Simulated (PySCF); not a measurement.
Mg(H)(SH) (H2MgS), SMILES [MgH][SH]. Heavy atoms are numbered as in [MgH:1][SH:3]. Hydrogens are named by the atom that carries them.

Geometry optimised at B3LYP-D3(BJ)/def2-TZVP.

Method: B3LYP/pcSseg-2 (PySCF).

GIAO shieldings, no solvent; atoms alike by connectivity are averaged. δ = σ(ref) − σ: ¹H against TMS (σ = 31.68 ppm); ³³S against H2S (σ = 688.9 ppm), references at their B3LYP-D3(BJ)/def2-TZVP geometries, non-relativistic.

**Question.** Estimate the chemical shifts. (The exact figures need the calculation; the answer reports its results.)

**Answer.** 
| nucleus | atoms | count | δ (ppm) |
|---|---|---|---|
| ¹H | H on Mg1 | 1 | 4.93 |
| ¹H | H on S3 | 1 | -0.95 |
| ³³S | S3 (SH) | 1 | -87.7 |
